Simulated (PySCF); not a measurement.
**Molecular orbitals of CaSi**

PBE0 at R = 2.795 Å; PySCF, no relativity, basis sets Ca def2-SVP, Si def2-SVP. State: ³Π (triplet), unpaired electrons σ ↑, π ↑, a second solution, started from another occupation. Only the outer orbitals are listed, counted within each symmetry.

| spin | orbital | occ. | ε (eV) | on Ca (%) | main shells (%) |
| --- | --- | --- | --- | --- | --- |
| α | 7σ | 1 | -50.02 | 100 | 100 Ca s |
| α | 3π | 1 | -30.01 | 100 | 100 Ca p |
| α | 3π | 1 | -29.99 | 100 | 100 Ca p |
| α | 8σ | 1 | -29.91 | 100 | 100 Ca p |
| α | 9σ | 1 | -11.98 | 7 | 92 Si s |
| α | 10σ | 1 | -5.37 | 37 | 59 Si p, 34 Ca s |
| α | 4π | 1 | -5.23 | 14 | 86 Si p, 8 Ca d |
| α | 11σ | 1 | -3.82 | 82 | 57 Ca s, 18 Si p, 16 Ca p |
| α | 4π | 0 | -3.20 | 19 | 81 Si p, 11 Ca d |
| α | 5π | 0 | -0.62 | 100 | 59 Ca p, 41 Ca d |
| α | 12σ | 0 | -0.57 | 92 | 74 Ca d, 19 Ca p |
| β | 7σ | 1 | -49.88 | 100 | 100 Ca s |
| β | 3π | 1 | -29.92 | 100 | 100 Ca p |
| β | 3π | 1 | -29.86 | 100 | 100 Ca p |
| β | 8σ | 1 | -29.68 | 100 | 100 Ca p |
| β | 9σ | 1 | -10.82 | 11 | 89 Si s |
| β | 10σ | 1 | -4.66 | 39 | 56 Si p, 35 Ca s |
| β | 4π | 0 | -2.87 | 21 | 79 Si p, 13 Ca d, 8 Ca p |
| β | 4π | 0 | -2.06 | 29 | 70 Si p, 18 Ca d, 11 Ca p |
| β | 11σ | 0 | -1.91 | 84 | 63 Ca s, 17 Si p, 12 Ca p |

**Question.** Which are the highest filled and the lowest empty level, where do they sit, and how wide is the gap?

**Answer.** Highest filled α 11σ at -3.82 eV (in %: 57 Ca s, 18 Si p, 16 Ca p); lowest empty α 4π at -3.20 eV (in %: 81 Si p, 11 Ca d); the gap at PBE0 is 0.62 eV.

```
bond order (Mayer)                               : 1.14
⟨S²⟩                                             : 2.004
charge on Ca (Mulliken, basis-dependent)         : 0.11
charge on Ca (Löwdin, basis-dependent)           : 0.01
dipole moment (positive dipole means Ca(−)Si(+)) : -2.88 D
```
